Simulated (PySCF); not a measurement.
# Distorted geometries of [ReF4]+

[ReF4]+ (singlet). PySCF 2.14.0, RKS TPSS, Re def2-SVP with ECP60, F def2-SVP; non-relativistic Hamiltonian with scalar-relativistic core potentials where named; density fitting; no spin-orbit coupling. Relaxed geometry:

```xyz
5

Re    0.0000    0.0000    0.0000
F     1.7128    0.0000   -0.5433
F     0.0000    1.7128    0.5433
F    -1.7128    0.0000   -0.5433
F     0.0000   -1.7128    0.5433
```

Problem. Order these distorted geometries by energy above the relaxed one, lowest first.
A.
```xyz
5

Re    0.0348    0.0079   -0.0788
F     1.8233   -0.0087   -0.5629
F    -0.0037    1.7142    0.5293
F    -1.7542   -0.0568   -0.5038
F    -0.1002   -1.6566    0.6162
```
B.
```xyz
5

Re   -0.0813   -0.0141    0.0100
F     1.7440    0.0256   -0.5208
F     0.0111    1.7117    0.4705
F    -1.6943    0.0241   -0.4679
F     0.0205   -1.7473    0.5082
```
C.
```xyz
5

Re    0.0785   -0.0078   -0.0444
F     1.6455   -0.1941   -0.6646
F     0.0664    1.7698    0.7012
F    -1.9057    0.0127   -0.5785
F     0.1154   -1.5806    0.5864
```

Solution. A (0.17 eV), B (0.50 eV), C (1.64 eV).

Problem. Which forces (eV/Å) act in the one that lies 1.64 eV up?

Solution. 
```
Re  -9.30  8.19  0.35
F    4.63  0.00 -1.94
F    0.17 -3.10 -1.60
F    4.89 -0.15  1.32
F   -0.39 -4.95  1.87
```
Forces carry noise of the integration grid, about 0.01 to 0.03 eV/Å.

No frequency check is given that shows the relaxed geometry to be a minimum. The gap of the closed shell is small, and it wasn't tested for a lower spin-broken solution at this geometry.
